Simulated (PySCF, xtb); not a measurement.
Se(OH)(SH) (H2OSSe), SMILES O[Se]S. One conformer was computed; it need not be the lowest.

Harmonic wavenumbers (cm⁻¹) from xtb 6.7.1 with GFN2-xTB at its own minimum, in rising order: 202, 290, 301, 389, 556, 753, 972, 2349, 3544.

**Question.** What does PBE-D3(BJ)/def2-TZVP (PySCF 2.14.0) give at its own minimum? (The exact figures need the calculation; the answer reports its results.)

**Answer.** 203, 383, 392, 404, 604, 798, 1058, 2549, 3663. Paired by order, the mean absolute difference is 78 cm⁻¹ and the zero-point energies are 13.4 and 14.4 kcal/mol.
